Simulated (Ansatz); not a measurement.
Stepwise reaction of `C[SiH2]N[SiH](O)O` with hydrogen, as a gas-phase model of exchange steps in deposition or etching. ΔE in kJ/mol.

Isolated molecules relaxed with PBE0-D4/def2-TZVP in Ansatz; ΔE leaves out vibrations. CCSD(T)/CBS is the MP2 limit (def2-TZVPP, def2-QZVPP) plus CCSD(T) − MP2 in def2-TZVPP, frozen cores. This one scheme is used for every species. Functionals use def2-TZVPP. B3LYP here is the variant with VWN-RPA as its local correlation; programs differ in this. One conformer a species, not always the lowest.

| step | reaction | PBE-D4 | B3LYP-D4 | ωB97M-V | CCSD(T)/CBS |
| --- | --- | --- | --- | --- | --- |
| 1 | `C[SiH2]N[SiH](O)O` + H₂ → `C[SiH2]N[SiH2]O` + H₂O | 91.5 | 97.8 | 99.5 | 96.6 |

(1) Give the row of step 2, `C[SiH2]N[SiH2]O` + H₂ → `C[SiH2]N[SiH3]` + H₂O. (Best estimate.)

(2) By hand: ΔE of the 2 steps together at CCSD(T)/CBS.

Answers

(1) The calculation gave: 
| step | reaction | PBE-D4 | B3LYP-D4 | ωB97M-V | CCSD(T)/CBS |
| --- | --- | --- | --- | --- | --- |
| 2 | `C[SiH2]N[SiH2]O` + H₂ → `C[SiH2]N[SiH3]` + H₂O | 84.4 | 89.7 | 90.6 | 88.0 |

(2) (96.6) + (88.0) = 184.6 kJ/mol, or 92.3 kJ/mol a step.

In ΔE each step is lower than the one before. All are uphill at CCSD(T)/CBS. PBE-D4 differs from CCSD(T)/CBS by -5.1 to -3.6 kJ/mol a step. Isolated molecules leave out the surface, adducts and barriers. Largest T1 diagnostic: 0.011.
